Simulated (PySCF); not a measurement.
Zr(Cl)2(OH)2 (Cl2H2O2Zr), SMILES [OH][Zr]([OH])([Cl])[Cl], multiplicity 1.

Geometry: B3LYP-D3(BJ)/def2-SVP. The multiplicity is an assumed one; no other spin state was optimised. The structure was generated by enumeration; whether it is a known compound was not checked. The def2 effective core potentials stand for the cores of Zr; spin–orbit coupling is left out. The values are those of a single conformer.

These are B3LYP/def2-TZVP (PySCF) values and carry that method's errors.

```
Quantity                                                                                                        Value
---------------------------------------------------------------------------------------------  ----------------------
total energy                                                                                      -1119.55612 hartree
point group                                                                                                       C2v
highest occupied level                                                                                       -8.63 eV
lowest empty level                                                                                           -1.60 eV
orbital gap                                                                                                   7.04 eV
dipole moment                                                                                                  3.91 D
quadrupole, principal values (traceless, Buckingham form, about the centre of nuclear charge)  -13.47, 3.92, 9.55 D·Å
mean static polarisability                                                                      70.7 bohr³ (10.48 Å³)
polarisability, principal values                                                               64.2, 70.0, 78.0 bohr³
```
